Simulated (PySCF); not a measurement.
C3H6GeO, SMILES [GeH3][O]CC#C.

Coordinates come from a PBE-D3(BJ)/def2-SVP optimisation. This is a generated structure with no PubChem entry under its InChIKey; it may be hypothetical. The values are those of a single conformer.

The numbers are results of PBE-D3(BJ)/def2-SVP (PySCF 2.14.0), not measurements.

Frequencies are harmonic and unscaled.

```csv
mode,ν (cm⁻¹),IR (km/mol),moving atoms (share of kinetic energy)
1,39,1.4,"O 46 %, C 29 %, H 18 %"
2,118,1.8,"H 78 %, O 14 %"
3,123,1.1,"C 47 %, O 28 %, H 18 %"
4,213,0.5,"C 54 %, Ge 20 %, H 15 %, O 11 %"
5,320,6.2,"C 71 %, H 28 %"
6,436,12.4,"C 67 %, O 13 %, Ge 13 %"
7,598,38.4,H 88 %
8,614,31.6,H 85 %
9,630,39.5,"H 79 %, C 21 %"
10,684,26.9,"H 77 %, C 23 %"
11,718,58.0,"O 65 %, C 21 %, Ge 9 %"
12,815,210.0,H 95 %
13,824,40.7,H 99 %
14,853,64.4,H 98 %
15,946,9.7,"C 76 %, H 19 %"
16,974,2.3,"H 56 %, C 41 %"
17,1075,209.5,"O 46 %, C 45 %, H 9 %"
18,1206,0.9,H 94 %
19,1343,78.3,"H 73 %, C 26 %"
20,1413,6.9,H 93 %
21,2058,69.5,H 99 %
22,2063,138.7,H 98 %
23,2134,86.1,H 99 %
24,2170,2.3,"C 91 %, H 9 %"
25,2871,40.6,H 95 %
26,2899,28.1,"H 90 %, C 10 %"
27,3408,64.4,"H 86 %, C 14 %"
```
